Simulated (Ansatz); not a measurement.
Bn: r2SCAN-D4/def2-TZVP single points in Ansatz on relaxed structures, gas phase. Each cluster is the lowest isomer that a short search found in that spin, judged at the geometry's level, and lower ones may exist. HOMO and LUMO are taken over both spins. Binding counts from free atoms in the multiplicity of their measured ground term, without zero-point energy. Singlets are spin-restricted. The spins of the ions were chosen, not always searched. A dash marks a value that wasn't run or was left out as unsound. The structures are stationary points that may keep the symmetry of their start. Remarks come from the PBE and PBE0 runs and from stability tests at other levels; not every state was tested.

| species | atoms | state | geometry | HOMO (eV) | LUMO (eV) | gap (eV) | vertical IE (eV) | binding per atom (eV) | lowest of the spins relaxed | point group (within 0.1 Å) | remarks |
| --- | --- | --- | --- | --- | --- | --- | --- | --- | --- | --- | --- |
| B3 | 3 | doublet; oxidised ion singlet | PBE-D4/def2-TZVP | -6.88 | -4.76 | 2.13 | – | 3.14 | doublet, of doublet/quartet | D3h | spin-contaminated (⟨S²⟩ up to 0.86), restricted SCF unstable in HF (+1 singlet) |
| B4 | 4 | singlet | PBE-D4/def2-TZVP | -6.77 | -4.13 | 2.64 | 9.38 | 3.71 | singlet, of singlet/triplet/quintet | D2h | – |
| B5 | 5 | doublet; oxidised ion singlet | PBE-D4/def2-SVP | -6.59 | -4.50 | 2.09 | – | 4.08 | doublet, of doublet/quartet | C2v | spin-contaminated (⟨S²⟩ up to 0.98), restricted SCF unstable in HF (+1 singlet) |
| B9 | 9 | doublet; oxidised ion triplet | PBE-D4/def2-SVP | -5.96 | -5.34 | 0.62 | 8.20 | 4.73 | doublet, of doublet/quartet | – | – |
| B11 | 11 | doublet; oxidised ion singlet | r2SCAN-D4/def2-SVP | -5.85 | -4.52 | 1.34 | – | 4.83 | – | Cs | – |
| B13 | 13 | doublet; oxidised ion singlet | PBE-D4/def2-SVP | -5.29 | -4.67 | 0.62 | 7.35 | 5.09 | doublet, of doublet/quartet | C2v | – |
| B14 | 14 | singlet | PBE0-D4/def2-SVP | -5.58 | -5.25 | 0.34 | 7.53 | – | triplet (-0.43 eV), of singlet/triplet/quintet | C2 | triplet lower at PBE0, restricted SCF unstable in HF, triplet lowest at PBE0 |

The gap (eV) runs from 0.34 (B14) to 2.64 (B4). It doesn't follow size steadily. The vertical IE (eV) runs from 7.35 (B13) to 9.38 (B4). It doesn't follow size steadily. The binding per atom (eV) runs from 3.14 (B3) to 5.09 (B13). It rises with size.
